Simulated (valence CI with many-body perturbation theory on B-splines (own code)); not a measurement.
**Energy levels of Hg⁸⁺**

Computed by configuration interaction combined with many-body perturbation theory (CI+MBPT): four valence electrons over a frozen Dirac-Fock core [Xe] 4f14, a basis of 9 s, 9 p, 10 d, 8 f, 5 g, 3 h, 1 i functions for each j, with the one-electron correlation potential Σ1 (screened to all orders), the two-electron term Σ2, the three-electron term Σ3, Breit, model QED; selected single and double excitations, second order for the rest, scaled by the run's own slope (own B-spline code, finite nucleus).

No measured levels were compared; by estimate terms of the open shell hold to 2 to 4 % of their energy, and close levels can change places; different configurations can be misplaced against each other by 1,000 to 8,000 cm⁻¹. Core correlation moves these levels by up to 17000 cm⁻¹, and in measured spectra 5 to 20 % of such shifts remained as error; rates that hang on mixing are uncertain with them. Only levels of the ground parity were solved; by the run's estimate the other parity begins above the list, which can be wrong where configurations are misplaced.

Levels 46 to 67 of 67, with energies above the lowest level, (5d3/2^4) J=0. "Leading %" is the weight of the configuration and term that name the level; weights of strongly mixed levels are sums over their largest components and can fall short. In the jj column 3d3/2^4 stands for four electrons in 3d with j = 3/2.

```csv
No.,Configuration,Term,J,E (cm⁻¹),Leading %,Leading jj,Second component
46,5d3 6s,3P,0,271290,99,5d3/2^2 5d5/2 6s (97 %),
47,5d3 6s,5P,3,275390,86,5d3/2 5d5/2^2 6s (51 %),9 % 5d3 6s 3D
48,5d3 6s,3G,4,278880,39,5d3/2 5d5/2^2 6s (64 %),31 % 5d3 6s 1G
49,5d3 6s,3H,5,279070,43,5d3/2 5d5/2^2 6s (64 %),40 % 5d3 6s 5F
50,5d3 6s,3F,3,281140,44,5d3/2 5d5/2^2 6s (90 %),44 % 5d3 6s 3G
51,5d3 6s,5P,2,285320,35,5d3/2 5d5/2^2 6s (77 %),24 % 5d3 6s 3D
52,5d3 6s,3F,4,286050,53,5d3/2 5d5/2^2 6s (95 %),39 % 5d3 6s 3H
53,5d3 6s,3P,1,287510,51,5d3/2 5d5/2^2 6s (89 %),23 % 5d3 6s 5P
54,5d3 6s,3P,2,289120,53,5d3/2 5d5/2^2 6s (50 %),24 % 5d3 6s 3D
55,5d3 6s,3H,6,290480,99,5d3/2 5d5/2^2 6s (99 %),
56,5d3 6s,3P,1,292250,55,5d3/2 5d5/2^2 6s (91 %),33 % 5d3 6s 3D
57,5d3 6s,3P,0,293980,99,5d3/2 5d5/2^2 6s (97 %),
58,5d3 6s,1H,5,295460,51,5d3/2 5d5/2^2 6s (90 %),39 % 5d3 6s 3H
59,5d3 6s,3D,3,295650,89,5d3/2 5d5/2^2 6s (68 %),6 % 5d3 6s 3F
60,5d3 6s,3F,3,299180,76,5d3/2 5d5/2^2 6s (73 %),12 % 5d3 6s 3D
61,5d3 6s,3F,2,299700,42,5d3/2 5d5/2^2 6s (56 %),25 % 5d3 6s 1D
62,5d3 6s,3F,4,301760,89,5d3/2 5d5/2^2 6s (92 %),7 % 5d3 6s 3G
63,5d3 6s,3F,2,302180,31,5d3/2 5d5/2^2 6s (90 %),29 % 5d3 6s 1D
64,5d3 6s,3G,5,304840,51,5d5/2^3 6s (75 %),30 % 5d3 6s 1H
65,5d3 6s,1F,3,307950,78,5d3/2 5d5/2^2 6s (81 %),8 % 5d3 6s 3F
66,5d3 6s,1G,4,309830,41,5d5/2^3 6s (92 %),26 % 5d3 6s 3F
67,5d3 6s,3P,2,310810,50,5d5/2^3 6s (67 %),22 % 5d3 6s 1D
```

Where two levels of one J and parity lie close, their mixing, g and order are uncertain.
